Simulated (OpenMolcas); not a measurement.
V4+ with 6 ligands (bromide) in octahedral coordination (Oh). A charge of +0.333 e stands 2.8 Å behind each ligand. Ligand basis ANO-RCC-VDZP.

| Item | Value |
| --- | --- |
| Program | OpenMolcas |
| Method | CASSCF |
| Basis | ANO-RCC-VTZP [6s5p3d2f1g] |
| Scalar Hamiltonian | DKH2, point nucleus |
| Active space | 1 electron in 5 orbitals (3d) |
| State averaging | 2S+1 = 2 even, 5 roots |
| Spin-orbit coupling | state interaction with AMFI integrals over the reference wave functions |

All ligands move together. At R = 2.49 Å |10Dq| is 14792 cm-1, and at R = 2.61 Å it is 12492 cm-1.

Q: A third run gives 15720 cm-1. What distance was it run at?

A: With a power law R^-n the two known points give n = -ln(12492 / 14792) / ln(2.61 / 2.49) = 3.59. Then R = 2.49 × (14792 / 15720)^(1/3.59) = 2.448 Å. The run was at 2.45 Å, so the estimate is off by -0.002 Å.

An orbital triplet at a regular site is open to Jahn-Teller coupling, which can distort the site and quench the lowest spin-orbit gaps and is left out. The least metal-like active orbital is 73 % on the metal (Löwdin) and no ligand orbital is active, so the numbers are rough. Ligand-to-metal charge-transfer states are missing. This ion would oxidise such ligands; the complex is a model and need not exist. With metal d orbitals alone and no dynamic correlation the field as a rule comes out too small, by tens of per cent, by up to half for chloride and softer ligands. No measured value stands beside these numbers; the geometry is a model, was not optimised and need not be the one that this ion takes.
